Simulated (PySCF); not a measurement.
Job file and geometry (Å, from GFN2-xTB) of an NMR shielding run on `S([C@]1(C)CS1)[SiH3]`, C₃H₈S₂Si, GIAO PBE0/pcSseg-1 NMR shielding, non-relativistic, gas phase in PySCF 2.14.0, density-fitted response routines; density fitting, a coarse starting grid and PySCF grid level 2 are the driver's defaults:

```
$ OMP_NUM_THREADS=1 python probes_run.py task.json out

{"job": {"kind": "nmr", "xc": "PBE0", "basis": "pcSseg-1"}, "charge": 0, "multiplicity": 1}
C     -1.823315    -0.988974     0.299797
C     -0.609354    -0.166268    -0.032106
S      0.809812    -1.194756    -0.474433
Si     2.466060     0.009486     0.208169
C     -0.769518     1.135304    -0.718885
S     -0.308558     1.290689     1.017070
H     -2.652235    -0.348081     0.593369
H     -2.108720    -1.573928    -0.573542
H     -1.598181    -1.675529     1.113208
H      3.574619    -0.795956    -0.276819
H      2.390910     0.079433     1.657191
H      2.407745     1.307408    -0.450678
H     -1.769231     1.474539    -0.958957
H     -0.010711     1.446159    -1.425551
```

Question: What does the program print?

Answer: 
```
coarse grid: 13096 points
cycle   1  E = -1204.3287202333  dE =  6.443e-01  |g| = 3.096e-01  |ddm| = 3.558e+00
cycle   2  E = -1204.3273971070  dE =  1.323e-03  |g| = 3.446e-01  |ddm| = 7.237e-01
cycle   3  E = -1204.3550338861  dE = -2.764e-02  |g| = 6.414e-02  |ddm| = 3.822e-01
cycle   4  E = -1204.3557507272  dE = -7.168e-04  |g| = 3.461e-02  |ddm| = 1.025e-01
cycle   5  E = -1204.3560648278  dE = -3.141e-04  |g| = 5.407e-03  |ddm| = 4.536e-02
cycle   6  E = -1204.3560729213  dE = -8.093e-06  |g| = 2.099e-03  |ddm| = 1.167e-02
final grid: 112024 points
cycle   7  E = -1204.3959951513  dE = -2.167e-05  |g| = 1.042e-02  |ddm| = 3.260e-02
cycle   8  E = -1204.3959542936  dE =  4.086e-05  |g| = 1.613e-02  |ddm| = 2.712e-02
cycle   9  E = -1204.3960208893  dE = -6.660e-05  |g| = 1.975e-03  |ddm| = 1.855e-02
cycle  10  E = -1204.3960219003  dE = -1.011e-06  |g| = 2.273e-04  |ddm| = 2.448e-03
cycle  11  E = -1204.3960219120  dE = -1.170e-08  |g| = 9.023e-05  |ddm| = 3.461e-04
cycle  12  E = -1204.3960219139  dE = -1.908e-09  |g| = 2.897e-05  |ddm| = 1.250e-04
cycle  13  E = -1204.3960219141  dE = -2.119e-10  |g| = 4.354e-06  |ddm| = 3.384e-05
converged SCF energy = -1204.3960219141

GIAO shielding tensors (ppm)
atom      isotropic    diamagn.    paramagn.     s11        s22        s33       span
  0 C      152.833     244.336     -91.503    122.119    148.355    188.024     65.906
  1 C      133.897     254.922    -121.025     87.938    142.158    171.596     83.659
  2 S      586.087    1057.968    -471.881    346.074    464.713    947.473    601.399
  3 Si     415.949     878.738    -462.789    369.970    431.867    446.010     76.040
  4 C      148.983     254.072    -105.090    120.789    153.296    172.863     52.074
  5 S      625.280    1057.430    -432.150    125.564    703.914   1046.360    920.796
  6 H       30.557      29.433       1.124     24.912     27.975     38.784     13.872
  7 H       29.431      28.866       0.565     24.923     26.517     36.853     11.931
  8 H       29.289      28.969       0.320     25.129     27.073     35.665     10.535
  9 H       27.553      28.411      -0.857     23.836     24.774     34.050     10.214
 10 H       27.220      29.262      -2.043     22.853     25.763     33.044     10.192
 11 H       27.639      29.233      -1.593     23.144     26.695     33.079      9.935
 12 H       29.085      31.311      -2.227     23.756     25.421     38.076     14.319
 13 H       29.263      31.459      -2.196     23.658     27.382     36.750     13.092
```

Question: Turn these shieldings into chemical shifts. δ = σ(ref) − σ, references computed at the same level: ¹³C (σ = 186.93 ppm) and ²⁹Si (σ = 349.16 ppm) and ¹H (σ = 31.72 ppm) vs TMS; ³³S (σ = 503.73 ppm) vs CS2.

Answer: Averaging equivalent atoms: C 1: 53.0; C 4: 37.9; C 0: 34.1; S 2: -82; S 5: -122; Si 3: -66.8; H 9/10/11: 4.25; H 12: 2.63; H 13: 2.45; H 6/7/8: 1.96 ppm. 

Size and cost of the density-fitted run: 163 basis functions, 40 s wall time on 1 thread of an Arm Neoverse N1, shared host; peak memory 0.69 GiB.
